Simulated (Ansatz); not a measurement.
Input and output for CH$_{2}$Cl$_{2}$FGa (`F[CH](Cl)[GaH][Cl]`).

```yaml
crystal:
  periodic: [false, false, false]
  atoms:
    - {symbol: F, position_ang: [-1.238322, -0.559825, 1.348494]}
    - {symbol: C, position_ang: [-0.089251, -0.674812, 0.641362]}
    - {symbol: Cl, position_ang: [1.269269, 0.073160, 1.574151]}
    - {symbol: Ga, position_ang: [0.057195, 0.463622, -0.987088]}
    - {symbol: Cl, position_ang: [-1.249010, 2.153427, -0.999467]}
    - {symbol: H, position_ang: [0.166036, -1.731585, 0.557526]}
    - {symbol: H, position_ang: [1.084064, 0.276002, -2.134979]}
basis:
  gaussian: {orbitals: STO-3G}
magnetization: {spin_polarized: true, initial_magnetization: 2}
hamiltonian: {xc: {name: B97}}
scf: {lower_state_search: full}
```

```sh
$ ansatz run in.yaml --threads 4 --pin off --events-out ev --progress --plain --max-ram 10444MiB
```

It prints (some lines left out):

```
Functional definition: B97
551 factors; integrals over basis functions are off by at most 6.3e-5 eV
mean field evaluation 1: about -79235.6741 eV, gradient 3.3e2 eV
mean field evaluation 2: about -79235.6456 eV, gradient 3.3e2 eV
mean field evaluation 4: about -79223.4781 eV, gradient 2.3e2 eV
mean field evaluation 8: about -80254.0404 eV, gradient 3.4e1 eV
mean field evaluation 16: about -80262.7771 eV, gradient 1.9e0 eV
mean field evaluation 32: about -80262.8323 eV, gradient 1.1e-5 eV
mean field -80262.83227255 eV, -2949.6046819144 hartree, gradient 8.3e-6 eV, S^2 2.003929; 10 other end points of the search recorded, 0 dependent functions left out
reference -80262.83228653 eV, -2949.6046824284 hartree; 42, 40 occupied and 6, 8 virtual orbitals, 551 factors
Total energy: -80262.83228653 eV, -2949.6046824284 hartree
```

Hardware: 4 threads of an AMD EPYC 9R45 on a shared host. Wall time 3.8 s, peak host memory 0.33 GiB.
